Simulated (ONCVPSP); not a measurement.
Hf: one change to an ONCV potential, before and after

| Property | Result |
| --- | --- |
| Element | hafnium |
| Generator | ONCVPSP 4.0.1 |
| Type | optimised norm-conserving Vanderbilt (ONCV) |
| Functional | PBE |
| Relativity | fully relativistic |
| Frozen core | [Kr] 4d10 4f14 5s2 |
| Valence charge | 10 |
| Reference configuration | 5p6 5d2 6s1 (charge +1) |
| Partial waves | 6s: rc 3.05 bohr, ncon 4, nbas 8, qcut 2.1 1/bohr, 2 projectors, debl 2.9 Ha; 5p: rc 1.45 bohr, ncon 4, nbas 7, qcut 6.8 1/bohr, 2 projectors, debl 0.7 Ha; 5d: rc 3.00 bohr, ncon 4, nbas 9, qcut 5.6 1/bohr, 2 projectors, debl 2.4 Ha |
| Local potential | polynomial inside 1.40 bohr (lpopt 5, dvloc0 4 Ha) |
| Core correction | Teter function fitted to the true core (icmod 2), fcfact 0.3 |

Open shells are filled in proportion to 2j + 1.

In the p channel the program set the typed energies aside and used -1.481, 0.250 Ha (j = l + 1/2; the other j can differ).

Change: scalar-relativistic. In the p channel the program set the typed energies aside and used -1.562, 0.250 Ha.

Cutoffs: the cutoffs (Ha) at which the residual kinetic energy of the hardest occupied pseudo-wave falls to 1 and 0.1 mHa per electron; they do not see the model core or the augmentation charge, which bear on the density cutoff. Errors are all-electron minus pseudo energies relative to the spin-unpolarised reference configuration.

How do hardness, ghosts and transferability respond?

The potential gets neither clearly harder nor softer (23 Ha and 64 Ha → 23 Ha and 63 Ha); of the 3 tests that both files solve, the error grows in 2 and shrinks in 1 by more than 15 % and 0.3 meV (median size 3.0 → 3.9 meV); neither file shows a bound ghost.

| quantity | base | changed |
| --- | --- | --- |
| cutoff, loose | 23 Ha | 23 Ha |
| cutoff, tight | 64 Ha | 63 Ha |
| loose cutoff by channel | s 3.8 Ha, p 23 Ha, d 9.7 Ha | s 3.8 Ha, p 23 Ha, d 9.6 Ha |
| bound ghosts | none | none |
| GHOST(+) flags under 300 eV | s at 6.0 eV | s at 6.1 eV |
| tests with a reliable result | 3 of 4 | 3 of 4 |
| error for 5p6 5d2 6s2, meV [ΔE -7.98 eV] | +0.9 | +3.9 |
| error for 5p6 5d2 6s0, meV [ΔE 14.18 eV] | -3.0 | -7.6 |
| error for 5p6 5d1 6s2, meV [ΔE -1.48 eV] | -5.4 | -0.8 |
| s: phases at 3.09 bohr within 0.05 rad from the reference energy up to (Ha; the scan ends near 5) | n/a | 0.2 |
| rms error of d²Exc/dni dnj with the model core, mHa | 4.93 | 1.41 |
